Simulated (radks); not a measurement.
Results of a calculation; reference values are marked as such.
Task: Species: Zr. Configuration: [Kr] 4d2 5s2. Code: a radial shooting solver on a logarithmic mesh with Libxc functionals. Model: Dirac Kohn-Sham, PBEsol, spin-unpolarised, spherical densities, point nucleus; open shells are shared between the two j in proportion to 2j + 1. Some entries of the table are withheld. Estimate them.

| orbital | occ. | eigenvalue (eV) | r(max) (bohr) |
|---|---|---|---|
| 1s1/2 | 2 | (1) | 0.02415 |
| 2s1/2 | 2 | (2) | 0.1371 |
| 2p1/2 | 2 | -2258.550 | 0.1070 |
| 2p3/2 | 4 | -2172.781 | 0.1106 |
| 3s1/2 | 2 | -404.0167 | 0.4086 |
| 3p1/2 | 2 | (3) | 0.3964 |
| 3p3/2 | 4 | (4) | 0.4055 |
| 3d3/2 | 4 | -176.0792 | 0.3456 |
| 3d5/2 | 6 | -173.5825 | 0.3483 |
| 4s1/2 | 2 | -54.4315 | 1.077 |
| 4p1/2 | 2 | (5) | 1.162 |
| 4p3/2 | 4 | (6) | 1.188 |
| 5s1/2 | 2 | (7) | 3.147 |
| 4d3/2 | 0.8 | (8) | 1.592 |
| 4d5/2 | 1.2 | (9) | 1.607 |

Result: 
(1) 1s1/2 eigenvalue (eV): -17805.51
(2) 2s1/2 eigenvalue (eV): -2466.819
(3) 3p1/2 eigenvalue (eV): -326.5087
(4) 3p3/2 eigenvalue (eV): -312.8464
(5) 4p1/2 eigenvalue (eV): -33.6324
(6) 4p3/2 eigenvalue (eV): -31.8495
(7) 5s1/2 eigenvalue (eV): -4.4644
(8) 4d3/2 eigenvalue (eV): -3.6900
(9) 4d5/2 eigenvalue (eV): -3.5610
